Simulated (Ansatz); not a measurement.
C5H5N, charge +1, doublet, at a GFN2-xTB geometry (a state made from the parent by changing its charge; the spin is typed, not shown lowest); CAM-B3LYP/def2-SV(P) (Ansatz, a first-principles code).

Here is a job for Ansatz.
Ansatz 0.2 input:
```yaml
crystal:
  periodic: [false, false, false]
  atoms:
    - {symbol: C, position_ang: [-0.44127259, 1.25885417, 0.04128929]}
    - {symbol: C, position_ang: [-1.34713651, 0.23476813, -0.15761661]}
    - {symbol: C, position_ang: [-0.83943962, -1.07087653, -0.19390255]}
    - {symbol: N, position_ang: [0.43131344, -1.23044291, -0.04035742]}
    - {symbol: C, position_ang: [1.32782964, -0.32239336, 0.14820455]}
    - {symbol: C, position_ang: [0.90937434, 1.01407157, 0.19857743]}
    - {symbol: H, position_ang: [-0.80051802, 2.28370282, 0.07490340]}
    - {symbol: H, position_ang: [-2.40856432, 0.39067044, -0.28409065]}
    - {symbol: H, position_ang: [-1.47743455, -1.93292137, -0.34505876]}
    - {symbol: H, position_ang: [2.36712568, -0.60517282, 0.26181154]}
    - {symbol: H, position_ang: [1.64406551, 1.79027743, 0.35562378]}
basis:
  gaussian:
    orbitals: def2-SV_P_.json
hamiltonian:
  xc: cam_b3lyp
total_charge: 1
magnetization: {spin_polarized: true, initial_magnetization: 1}
```
The basis file holds def2-SV(P) in the JSON format of the Basis Set Exchange.

It wrote (shortened):

```
Functional definition: CAM-B3LYP
1036 factors; integrals over basis functions are off by at most 1.6e-3 eV
270 factors; integrals over basis functions are off by at most 4.2e-6 eV
mean field evaluation 1: about -6731.6647 eV, gradient 3.3e1 eV
mean field evaluation 2: about -6734.4444 eV, gradient 2.6e1 eV
mean field evaluation 4: about -6737.6826 eV, gradient 1.8e0 eV
mean field evaluation 8: about -6737.9619 eV, gradient 3.0e-1 eV
mean field evaluation 16: about -6737.9641 eV, gradient 2.7e-3 eV
mean field -6737.96407904 eV, -247.6156127488 hartree, gradient 1.4e-5 eV, S^2 0.757956; 1 other end points of the search recorded, 0 dependent functions left out
reference -6737.96418320 eV, -247.6156165764 hartree; 21, 20 occupied and 73, 74 virtual orbitals, 1036 factors
Total energy: -6737.96418320 eV, -247.6156165764 hartree
```
